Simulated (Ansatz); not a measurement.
A nudged elastic band was laid between two geometries of BFH$_{6}$SiSn (10 atoms, charge 0, multiplicity 1).

Level of theory: RKS PBE0-D4/def2-SVP (Ansatz).

| Item | Value |
| --- | --- |
| movable images | 9 |
| climbing image | yes |
| spring | 5.0 eV/Å² |
| optimiser | quadratic models (default) |
| start path | through a guess of the saddle point |
| force threshold | 0.05 eV/Å |
| iteration limit | 59 |
| end points | relaxed |

Image 0:

```xyz
10
Properties=species:S:1:pos:R:3
F -2.135 0.799 -0.113
Si -0.811 1.390 -0.870
B 0.794 0.287 -0.422
Sn 0.592 -1.465 0.981
H -1.092 1.373 -2.339
H -0.630 2.804 -0.417
H 1.867 0.567 -0.904
H -0.507 -2.600 0.312
H -0.066 -0.935 2.473
H 2.071 -2.273 1.301
```

Image 10:

```xyz
10
Properties=species:S:1:pos:R:3
F -2.085 1.717 0.207
Si -0.519 1.514 -0.156
B 0.175 0.232 -1.333
Sn 0.314 -1.124 0.701
H -0.550 -0.418 -2.045
H 0.218 2.346 0.837
H 1.366 0.344 -1.524
H 0.313 -2.643 -0.081
H -0.948 -1.130 1.871
H 1.799 -0.888 1.525
```

Problem. Which bonds break or form, and what moves?

Solution. Bonds broken: Si2–H5. Bonds formed: B3–H5.

Problem. What energy profile does the band end with?

Solution. The forces met the threshold. The highest image is number 5 of 0 to 10, 4.9 kcal/mol above the first end and 13.6 kcal/mol above the last; the last end lies 8.6 kcal/mol below the first. The profile has 2 maxima (images 5, 7) with wells between them (image 6): this band takes more than one step, which may be the mechanism or a detour left from its start path. A vibrational analysis at the climbing image gives one clearly imaginary mode, 430i cm⁻¹: a first-order saddle point. The orbitals stay closed-shell, which can raise the energy where a bond breaks towards radicals; this wasn't checked here.

```json
{"image": "0", "path coordinate (Å)": "0.00", "energy (kcal/mol)": "0.0", "Si2–H5 (Å)": "1.50", "B3–H5 (Å)": "2.90"}
{"image": "1", "path coordinate (Å)": "0.72", "energy (kcal/mol)": "0.1", "Si2–H5 (Å)": "1.50", "B3–H5 (Å)": "2.89"}
{"image": "2", "path coordinate (Å)": "1.44", "energy (kcal/mol)": "0.3", "Si2–H5 (Å)": "1.50", "B3–H5 (Å)": "2.87"}
{"image": "3", "path coordinate (Å)": "2.16", "energy (kcal/mol)": "0.6", "Si2–H5 (Å)": "1.50", "B3–H5 (Å)": "2.84"}
{"image": "4", "path coordinate (Å)": "2.88", "energy (kcal/mol)": "1.7", "Si2–H5 (Å)": "1.50", "B3–H5 (Å)": "2.62"}
{"image": "5", "path coordinate (Å)": "3.59", "energy (kcal/mol)": "4.9", "Si2–H5 (Å)": "1.56", "B3–H5 (Å)": "2.03"}
{"image": "6", "path coordinate (Å)": "4.48", "energy (kcal/mol)": "-3.3", "Si2–H5 (Å)": "1.80", "B3–H5 (Å)": "1.33"}
{"image": "7", "path coordinate (Å)": "5.36", "energy (kcal/mol)": "-1.2", "Si2–H5 (Å)": "2.10", "B3–H5 (Å)": "1.26"}
{"image": "8", "path coordinate (Å)": "6.25", "energy (kcal/mol)": "-3.2", "Si2–H5 (Å)": "2.50", "B3–H5 (Å)": "1.22"}
{"image": "9", "path coordinate (Å)": "7.13", "energy (kcal/mol)": "-7.2", "Si2–H5 (Å)": "2.66", "B3–H5 (Å)": "1.21"}
{"image": "10", "path coordinate (Å)": "8.01", "energy (kcal/mol)": "-8.6", "Si2–H5 (Å)": "2.70", "B3–H5 (Å)": "1.21"}
```

Problem. What is the geometry of the highest image?

Solution. 
```xyz
10
Properties=species:S:1:pos:R:3
F -1.764 1.824 0.651
Si -0.607 1.687 -0.481
B 0.692 0.293 -0.438
Sn 0.472 -1.562 0.815
H -1.006 0.583 -1.504
H -0.530 2.996 -1.177
H 1.474 0.321 -1.360
H 0.387 -2.979 -0.149
H -0.902 -1.523 1.838
H 1.867 -1.691 1.808
```

Run time: 7.8 min on 2 threads of Intel(R) Xeon(R) Platinum 8488C (Sapphire Rapids), with other jobs on the host, peak memory 0.25 GiB.
